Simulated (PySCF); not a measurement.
Distances in Å between the heavy atoms of a computed structure (PBE0-D3(BJ)/def2-SVP; lower triangle, same order across):
```
C1    0.00
C2    1.51  0.00
F3    2.36  1.39  0.00
C4    2.53  1.51  2.34  0.00
O5    3.76  2.42  2.79  1.39  0.00
Si6   4.74  3.34  2.95  2.73  1.67  0.00
```

Hydrogens: 3 on C1, 1 on C2, 2 on C4, 3 on Si6.

Charge 0, singlet.

(1) Read off the bonds between heavy atoms and their formal orders.

(2) Give the structure as a SMILES string.

(3) Describe the place of each heavy atom.

## Answers

(1) C1–C2 (single); C2–F3 (single); C2–C4 (single); C4–O5 (single); O5–Si6 (single).

(2) `CC(F)CO[SiH3]`, C3H9FOSi. The mark at the stereocentre is left out: distances alone don't tell a structure from its mirror image. Among its features: C–F bond and Si–H bond.

(3) C1: methyl carbon; C2: sp3 C–F carbon; F3: alkyl fluorine; C4: sp3 carbon bound to oxygen; O5: silyl ether oxygen; Si6: oxygen-bound silicon.

Conformer computed: `[CH3:1][C@H:2]([F:3])[CH2:4][O:5][SiH3:6]`: C1–C2–C4–O5 -178°, C2–C4–O5–Si6 -69°.
